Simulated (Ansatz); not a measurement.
C₂H₈N₂Si, SMILES `N=C([SiH3])CN`. Charge 0, multiplicity 1. The geometry is a stationary point of PBE0-D4/def2-TZVP. It is one conformer, not always the lowest.

```xyz
13

N     1.151    0.588    1.169
C     0.376   -0.099    0.436
Si    0.552   -1.983    0.496
C    -0.666    0.513   -0.483
N    -0.542    1.952   -0.559
H     0.935    1.585    1.030
H     1.079   -2.470   -0.809
H    -0.789   -2.604    0.689
H     1.463   -2.371    1.596
H    -0.612    0.003   -1.457
H    -1.651    0.259   -0.074
H     0.128    2.232   -1.263
H    -1.423    2.395   -0.774
```

Task: What is the dipole moment at r2SCAN/def2-TZVPP? (Best estimate.)

Result: Computed: 3.52 D, with components (-2.16, 0.96, -2.60) D in this frame, pointing from negative to positive charge.

Task: And with PBE, B3LYP, ωB97M-V? (Estimate.)

Result: Ansatz gave: PBE 3.47 D, B3LYP 3.50 D, ωB97M-V 3.50 D.

Task: Give the Mulliken charges with r2SCAN, PBE, B3LYP in def2-TZVPP. (An estimate is asked.)

Result: The calculation gave: 
| atom | r2SCAN | PBE | B3LYP |
| --- | --- | --- | --- |
| N1 | -0.30 | -0.22 | -0.24 |
| C2 | -0.02 | -0.03 | -0.04 |
| Si3 | 0.31 | 0.22 | 0.29 |
| C4 | 0.04 | -0.09 | -0.07 |
| N5 | -0.39 | -0.35 | -0.35 |
| H6 | 0.15 | 0.14 | 0.14 |
| H7 | -0.07 | -0.06 | -0.07 |
| H8 | -0.08 | -0.06 | -0.07 |
| H9 | -0.05 | -0.04 | -0.05 |
| H10 | 0.05 | 0.09 | 0.09 |
| H11 | 0.06 | 0.09 | 0.09 |
| H12 | 0.15 | 0.15 | 0.14 |
| H13 | 0.15 | 0.15 | 0.14 |

B3LYP here is the variant with VWN-RPA as its local correlation; programs differ in this.
